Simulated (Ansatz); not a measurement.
Start from `C=C[Si](N)(N)F` and change one atom or group to get `N[Si](N)(F)Cl`.

Ansatz, PBE0-D4/def2-TZVP geometries, multiplicity 1. Each molecule was computed in one conformer, which needn't be the lowest.

```tsv
property	`C=C[Si](N)(N)F`
HOMO–LUMO gap (ωB97M-V/def2-TZVPP) / eV	11.51
LUMO energy (ωB97M-V/def2-TZVPP) / eV	1.78
LUMO energy (PBE0/def2-TZVPP) / eV	-0.31
HOMO energy (B3LYP/def2-TZVPP) / eV	-7.15
size of the dipole moment (ωB97M-V/def2-TZVPP) / D	1.70
HOMO energy (PBE0/def2-TZVPP) / eV	-7.39
```

**Question.** Give the same properties after the change, and the shifts. (Estimate.)

**Answer.** Computed: 
```tsv
property	`N[Si](N)(F)Cl`	shift
HOMO–LUMO gap (ωB97M-V/def2-TZVPP) / eV	12.50	0.99
LUMO energy (ωB97M-V/def2-TZVPP) / eV	2.10	0.32
LUMO energy (PBE0/def2-TZVPP) / eV	0.68	0.99
HOMO energy (B3LYP/def2-TZVPP) / eV	-7.77	-0.62
size of the dipole moment (ωB97M-V/def2-TZVPP) / D	2.46	0.76
HOMO energy (PBE0/def2-TZVPP) / eV	-8.04	-0.65
```

With PBE0 the HOMO falls by 0.65 eV and the LUMO rises by 0.99 eV, so the gap widens by about 1.64 eV. PBE moves the HOMO by -0.56 eV and ωB97M-V by -0.67 eV. Dipoles are sizes alone; their direction can turn.

B3LYP here is the variant with VWN-RPA as its local correlation; programs differ in this.
